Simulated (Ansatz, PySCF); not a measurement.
Stretching the Sb1–H2 bond in ClH2Sb (SMILES [Cl][SbH2]) (multiplicity 1 held, fragments rigid). Energies count from the point at 1.719 Å.
Geometry at that point (charge 0, multiplicity 1):
```
atom    x (Å)    y (Å)    z (Å)
----  -------  -------  -------
Sb    -0.3356  -0.3430   0.3187
H     -0.0005  -1.7012  -0.6794
H     -1.7192   0.0248  -0.6320
Cl     1.1081   1.1276  -0.8788
```

R- and RO- levels are restricted; in cc, def2 and unpolarised 6-31G sets they are followed outwards from rest. Unrestricted levels (U-) break spin symmetry where that is lower. Levels need not reach the same state.

Rows in 3-21G, LANL2DZ carry no dispersion term and start afresh at each structure; the Pople sets are all-electron and without relativity. LANL2DZ brings its own core potentials from Na on.

Run with Ansatz (a quantum-chemistry and plane-wave program) with Gaussian orbitals; PySCF for 3-21G rows, LANL2DZ rows.  In def2 rows elements past Kr take small-core potentials, without spin–orbit coupling.

Question: One of these levels gives 582.9 kJ/mol for the energy at R = 5.499 Å. Which one is it?
(A) R-wB97X-V/def2-TZVPP
(B) R-B3LYP/LANL2DZ
(C) U-HF/LANL2DZ
(D) R-HF/3-21G

Answer: A, R-wB97X-V/def2-TZVPP. The others give 657.9 (R-HF/3-21G), 183.6 (U-HF/LANL2DZ), 453.6 (R-B3LYP/LANL2DZ)

Doubts at one or more of the structures used: a restricted determinant that unrestricted orbitals would lower (R-HF/3-21G, R-wB97X-V/def2-TZVPP); a spin-contaminated determinant (U-HF/LANL2DZ).
